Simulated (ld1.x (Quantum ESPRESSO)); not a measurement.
# Scattering properties, PAW potential for Nd

```json
{
  "Element": "neodymium (Nd)",
  "Generator": "ld1.x (Quantum ESPRESSO) 7.5",
  "Type": "PAW",
  "Functional": "PBEsol",
  "Relativity": "scalar-relativistic",
  "Frozen core": "[Xe]",
  "Valence charge": "6",
  "Reference configuration": "4f4 5d0 6s0 6p0 (charge +2)",
  "Partial waves": "6s (bound, empty): rcut 2.70, rcutus 2.90 bohr; 6s channel at -0.5 Ry: rcut 2.70, rcutus 2.90 bohr; 6p (bound, empty): rcut 3.30, rcutus 4.30 bohr; 6p channel at 0.05 Ry: rcut 3.30, rcutus 4.30 bohr; 5d (bound, empty): rcut 1.60, rcutus 2.10 bohr; 5d channel at 1.05 Ry: rcut 1.60, rcutus 2.10 bohr; 4f (bound): rcut 0.80, rcutus 1.00 bohr; 4f channel at 4.2 Ry: rcut 0.80, rcutus 1.00 bohr",
  "Local potential": "all-electron potential smoothed inside 2.90 bohr (lloc = -1)",
  "Core correction": "Bessel-smoothed model core inside 0.55 bohr",
  "Augmentation charge": "GAUSS, radius 0.65 bohr"
}
```

The phase is arctan(r·u′/u) with u = r·R(r), unwrapped; energies in Ry, scanned from -3 to 5 Ry. A pole is an energy at which the radial function vanishes at the test radius. The pseudo phase is shifted by a multiple of π to meet the all-electron one at the reference energy, and phase errors are pseudo minus all-electron; the curves can meet again beyond the range given. Levels narrower than the energy grid can be missing from the lists of poles. n/a: not evaluated, since a narrow level or a reset projector energy made the automatic matching unsafe.

Problem. For each channel, where are the poles, and over which energies does the pseudopotential scatter like the atom?

Solution.

```csv
channel,radius (bohr),reference energy (Ry),"poles, all-electron","poles, pseudo",unbroken range about the reference energy with phases within 0.05 rad,phase error 1 Ry above the reference energy (rad)
s,4.65,-0.97,"-0.62, 2.09","-0.62, 1.60",below 0.3,-0.004
p,4.65,-0.70,"-0.06, 2.82","-0.06, 2.78",n/a,n/a
d,4.65,-0.99,"-0.91, 1.02, 4.14","-0.91, 1.02, 4.13",the whole range,+0.000
f,4.65,-1.07,"0.53, 2.75","0.54, 2.76",n/a,n/a
```

The ghost test of this file was not conclusive. Its overlap operator is not positive definite in a basis up to 400 Ry (lowest eigenvalue s -0.02), so the file is unfit for use: the generalised eigenproblem breaks down once the basis is large enough, and its test numbers describe a broken file.

Phases in the s channel:

| E (Ry) | all-electron | pseudo |
| --- | --- | --- |
| -3.00 | 1.416 | 1.415 |
| -2.76 | 1.405 | 1.404 |
| -2.52 | 1.390 | 1.390 |
| -2.28 | 1.372 | 1.371 |
| -2.04 | 1.346 | 1.345 |
| -1.80 | 1.305 | 1.304 |
| -1.56 | 1.228 | 1.227 |
| -1.32 | 1.016 | 1.015 |
| -1.08 | -0.346 | -0.346 |
| -0.84 | -1.394 | -1.394 |
| -0.60 | -1.581 | -1.581 |
| -0.36 | -1.674 | -1.674 |
| -0.12 | -1.757 | -1.758 |
| 0.12 | -1.875 | -1.884 |
| 0.36 | -2.148 | -2.219 |
| 0.60 | -3.212 | -3.638 |
| 0.84 | -4.224 | -4.383 |
| 1.08 | -4.477 | -4.566 |
| 1.32 | -4.580 | -4.649 |
| 1.56 | -4.637 | -4.704 |
| 1.80 | -4.676 | -4.750 |
| 2.04 | -4.706 | -4.798 |
| 2.28 | -4.733 | -4.863 |
| 2.52 | -4.759 | -4.985 |
| 2.76 | -4.787 | -5.389 |
| 3.00 | -4.821 | -7.007 |
| 3.24 | -4.871 | -7.538 |
| 3.48 | -4.958 | -7.674 |
| 3.72 | -5.179 | -7.737 |
| 3.96 | -6.221 | -7.774 |
| 4.20 | -7.374 | -7.799 |
| 4.44 | -7.615 | -7.819 |
| 4.68 | -7.705 | -7.835 |
| 4.92 | -7.753 | -7.848 |
